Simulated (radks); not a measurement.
Polarisability of the germanium ion Ge3+, [Ar] 3d10 4s1, at imaginary frequency. Method: non-relativistic Kohn-Sham, LDA (Slater exchange, VWN5 correlation), spin-polarised, spherical densities, point nucleus; open shells are filled with parallel spins first; computed with a radial shooting solver on a logarithmic mesh with Libxc functionals. Response by self-consistent Sternheimer equations with the Hartree and adiabatic LDA kernel.

w (hartree)  alpha1(iw) (bohr^3)  alpha2(iw) (bohr^5)
0.00266                    6.013                11.68
0.0143                     6.006                11.67
0.0360                     5.971                11.66
0.0697                     5.860                11.60
0.118                      5.597                11.47
0.186                      5.094                11.19
0.280                      4.313                10.62
0.413                      3.350                9.622
0.605                      2.413                8.052
0.892                      1.664                5.996
1.35                       1.124                3.862
2.12                      0.7344                2.138
3.59                      0.4344                1.013
6.94                      0.1997               0.3788
17.5                     0.05105              0.08083

Static values: alpha1 = 6.013 bohr^3 (0.8910 angstrom^3; uncoupled 8.036), alpha2 = 11.68 bohr^5, alpha3 = 50.45 bohr^7. C6 = 14.48, C8 = 182.5, triple-dipole C9 = 58.00 atomic units. One-pole (London) frequency 4 C6 / (3 alpha1^2) = 0.534 hartree, against 1.503 for minus the highest occupied eigenvalue. The dipole shielding factor is 0.906, as the force sum rule N/Z = 0.906 demands.
